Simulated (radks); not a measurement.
Question: Species: Tc VI. Configuration: [Ar] 3d10 4s2 4p5.5 4d2 5d0.5 (fractional occupations, a model configuration). Calculated with a radial shooting solver on a logarithmic mesh with Libxc functionals: Dirac Kohn-Sham, BLYP, spin-unpolarised, spherical densities, point nucleus; open shells are shared between the two j in proportion to 2j + 1. Some entries of the table are withheld. Estimate them.

| orbital | occ. | eigenvalue (hartree) | r(max) (bohr) |
|---|---|---|---|
| 1s1/2 | 2 | -769.3342 | 0.02228 |
| 2s1/2 | 2 | -112.0246 | 0.1263 |
| 2p1/2 | 2 | (1) | (2) |
| 2p3/2 | 4 | (3) | (4) |
| 3s1/2 | 2 | -21.66349 | 0.3723 |
| 3p1/2 | 2 | -18.39656 | 0.3592 |
| 3p3/2 | 4 | -17.66792 | 0.3686 |
| 3d3/2 | 4 | (5) | 0.3093 |
| 3d5/2 | 6 | (6) | 0.3121 |
| 4s1/2 | 2 | (7) | 0.9378 |
| 4p1/2 | 1.83333 | -4.16564 | 0.9867 |
| 4p3/2 | 3.66667 | -4.04433 | 1.009 |
| 4d3/2 | 0.8 | -2.50616 | 1.159 |
| 4d5/2 | 1.2 | -2.48958 | 1.166 |
| 5s1/2 | 0 | -1.89449 | 2.150 |
| 5p1/2 | 0 | -1.60140 | (8) |
| 5p3/2 | 0 | -1.57437 | (9) |
| 5d3/2 | 0.2 | -1.13204 | 2.996 |
| 5d5/2 | 0.3 | -1.12795 | 3.009 |

Answer: 
(1) 2p1/2 eigenvalue (hartree): -103.5205
(2) 2p1/2 r(max) (bohr): 0.09812
(3) 2p3/2 eigenvalue (hartree): -99.17198
(4) 2p3/2 r(max) (bohr): 0.1020
(5) 3d3/2 eigenvalue (hartree): -11.88836
(6) 3d5/2 eigenvalue (hartree): -11.74803
(7) 4s1/2 eigenvalue (hartree): -5.15846
(8) 5p1/2 r(max) (bohr): 2.363
(9) 5p3/2 r(max) (bohr): 2.405
